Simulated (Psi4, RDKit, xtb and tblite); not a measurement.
Relaxed torsion scan: C3H8O2Si, SMILES O=C([SiH2]CC)O. Scanned: dihedral C1–C2–Si3–C4 and dihedral C2–Si3–C4–O5; all other coordinates were relaxed at GFN2-xTB. Points at φ and −φ are mirror images. Heavy atoms are numbered in the order of the SMILES CC[SiH2]C(=O)O, hydrogens after them in the order of the atoms that carry them; the mirror image has the same energies with the sign of each dihedral reversed.

Levels of theory: GFN2-xTB (xtb and tblite); MMFF94 // GFN2-xTB (RDKit); PBE/def2-SVP // GFN2-xTB (Psi4); PBE-D3(BJ)/def2-SVP // GFN2-xTB (Psi4); UFF // GFN2-xTB (RDKit).

Energies in kcal/mol at chosen points (x: dihedral C1–C2–Si3–C4 (°); y: dihedral C2–Si3–C4–O5 (°)), relative to x = 180, y = 180:

```json
[
 {"method": "GFN2-xTB", "(-60, -60)": "0.3", "(-120, 90)": "1.4", "(120, 0)": "1.0", "(180, -120)": "-0.2", "(150, -120)": "0.6", "(180, -30)": "0.0", "(-60, 180)": "0.7"},
 {"method": "MMFF94", "(-60, -60)": "0.5", "(-120, 90)": "2.8", "(120, 0)": "2.7", "(180, -120)": "1.1", "(150, -120)": "1.9", "(180, -30)": "0.9", "(-60, 180)": "-0.1"},
 {"method": "PBE/def2-SVP", "(-60, -60)": "-0.2", "(-120, 90)": "2.0", "(120, 0)": "0.4", "(180, -120)": "0.2", "(150, -120)": "1.1", "(180, -30)": "-0.4", "(-60, 180)": "-0.8"},
 {"method": "PBE-D3(BJ)/def2-SVP", "(-60, -60)": "-0.3", "(-120, 90)": "2.1", "(120, 0)": "0.4", "(180, -120)": "0.2", "(150, -120)": "1.1", "(180, -30)": "-0.3", "(-60, 180)": "-1.0"},
 {"method": "UFF", "(-60, -60)": "0.9", "(-120, 90)": "3.5", "(120, 0)": "4.0", "(180, -120)": "1.6", "(150, -120)": "2.5", "(180, -30)": "1.7", "(-60, 180)": "0.1"}
]
```

MMFF94 has few fitted parameters for silicon.
